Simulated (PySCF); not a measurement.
An unknown shows these calculated signals:

1H NMR (500 MHz, computed): δ 6.66 (m, 1H), 6.57 (m, 1H), 4.39 (m, 1H), 4.28 (m, 1H), 3.98 (m, 1H), 3.75 (m, 1H), 1.63 (d, 1H), 1.49 (m, 1H), 1.10 (m, 1H).

13C{1H} NMR (computed): δ 154.0 (CH), 136.5 (CH), 94.1 (C), 75.1 (CH), 39.6 (CH), 26.4 (CH), 15.5 (CH2).

PySCF 2.14.0 with density-fitted response routines calculation with σ from GIAO-PBE0/pcSseg-1 and structure optimised with GFN2-xTB; one conformer, no solvent model, no relativistic terms.

Scale: TMS for 1H, 13C (reference shieldings calculated alike).

Task: Which of these does the molecule contain: a Si–H bond, a C≡C triple bond, a vinyl group CH=CH2, a non-aromatic C=C double bond, an ester, a CH3CH2 unit?

Result: 
- A Si–H bond: yes (δH 4.39 (m), 4.28 (m)).
- A C≡C triple bond: yes (δC 75.1, 94.1; δH 1.63 (d)).
- A vinyl group CH=CH2: no.
- A non-aromatic C=C double bond: yes.
- An ester: no.
- A CH3CH2 unit: no.

The data belong to SMILES C#C[C@@H]1C=C[C@@H](Cl)[SiH2]C1, C$_{7}$H$_{9}$ClSi; they needn't prove each group on their own.

Carbon signals by region: 2 in the sp2 and nitrile region (100–160 ppm), 2 at 50–100 ppm, 3 below 50 ppm.

Carbons that carry Cl, above all several Cl atoms, come out too deshielded, partly because spin–orbit coupling is missing. Shifts are as computed. Against solution values, carbons near 30 ppm lie about +3 ppm off and those near 130 ppm about +5 ppm; carbons on Cl a further +6 ppm. Of 1211 compounds with measured shifts, 218 miss one by over three times the rms of a fit or turn the order of signals round; such compounds aren't used in these exercises. No couplings were computed; multiplicities are counted from neighbouring protons, with m where these are inequivalent, close in shift, in a saturated or five-membered ring or joined by F or P, and br s for small geminal =CH2 splittings.
